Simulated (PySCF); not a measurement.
1,3-dithiane (C4H8S2), SMILES C1CSCSC1. Geometry optimised at PBE0-D3(BJ)/def2-SVP. The values are those of a single conformer.

Give the equilibrium geometry at PBE0-D3(BJ)/def2-SVP (PySCF confirms it by a frequency run) as bond lengths and angles, and its point group. (An estimate is asked for; the answer gives what the named calculation found.)

One answer among several that fit: point group Cs.
Atoms: C1 C2 S3 C4 S5 C6 H7 H8 H9 H10 H11 H12 H13 H14. Bond lengths (Å): C1–C2 1.522, C1–C6 1.522, C1–H7 1.102, C1–H8 1.105, C2–S3 1.815, C2–H9 1.104, C2–H10 1.100, S3–C4 1.809, C4–S5 1.809, C4–H11 1.103, C4–H12 1.099, S5–C6 1.815, C6–H13 1.100, C6–H14 1.104. Bond angles (°): C2–C1–C6 113.8, C2–C1–H7 109.5, C2–C1–H8 108.3, C6–C1–H7 109.5, C6–C1–H8 108.3, H7–C1–H8 107.4, C1–C2–S3 114.2, C1–C2–H9 110.7, C1–C2–H10 110.7, S3–C2–H9 109.0, S3–C2–H10 104.8, H9–C2–H10 107.1, C2–S3–C4 98.3, S3–C4–S5 115.2, S3–C4–H11 109.9, S3–C4–H12 106.8, S5–C4–H11 109.9, S5–C4–H12 106.8, H11–C4–H12 108.0, C4–S5–C6 98.3, C1–C6–S5 114.2, C1–C6–H13 110.7, C1–C6–H14 110.7, S5–C6–H13 104.8, S5–C6–H14 109.0, H13–C6–H14 107.1.
